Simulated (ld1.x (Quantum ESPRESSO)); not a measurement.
**Which change was made? (S, TM)**

S (Z = 16), norm-conserving Troullier–Martins (Kleinman–Bylander form), made with ld1.x (Quantum ESPRESSO) 7.5 (PBE, non-relativistic). Core [Ne], reference 3s2 3p4. Waves: 3s (bound): rc 1.35 bohr; 3p (bound): rc 1.50 bohr. Local part: all-electron potential smoothed inside 1.10 bohr (lloc = -1). Core correction: a·sin(br)/r model core inside 1.40 bohr.

Cutoffs, loose and tight: the cutoffs (Ry, on a coarse ladder) from which the occupation-weighted sum of valence levels, in a spherical-Bessel basis at the reference potential, stays within 10 and 1 mRy of its value at 400 Ry. They do not see the model core or the augmentation charge, which bear on the density cutoff. Test errors are all-electron minus pseudo excitation energies from the reference, over the configurations 3s2 3p3; 3s2 3p2; 3s2 3p1; 3s2 3p0; 3s1 3p5; 3s1 3p4; 3s0 3p6; variants that change the core or the reference have their own tests.

The base gives: outcome: generated; cutoff, loose: 30 Ry; cutoff, tight: 60 Ry; bound ghosts: none; largest test error (meV): +225.

(1) After one change the result is: outcome: generated; cutoff, loose: 45 Ry; cutoff, tight: 100 Ry; bound ghosts: none; largest test error (meV): +250. Which change was it?
A. wave 3s (bound): rc 1.35 bohr becomes 3s (bound): rc 1.20 bohr
B. wave 3s (bound): rc 1.35 bohr becomes 3s (bound): rc 2.00 bohr
C. wave 3s (bound): rc 1.35 bohr becomes 3s (bound): rc 0.92 bohr

Results:

(1) A. The others give: wave 3s (bound): rc 1.35 bohr becomes 3s (bound): rc 0.92 bohr → outcome: generated; cutoff, loose: 110 Ry; cutoff, tight: over 300 Ry; bound ghosts: none; largest test error (meV): +448 | wave 3s (bound): rc 1.35 bohr becomes 3s (bound): rc 2.00 bohr → outcome: generated; cutoff, loose: 18 Ry; cutoff, tight: 40 Ry; bound ghosts: none; largest test error (meV): +417.
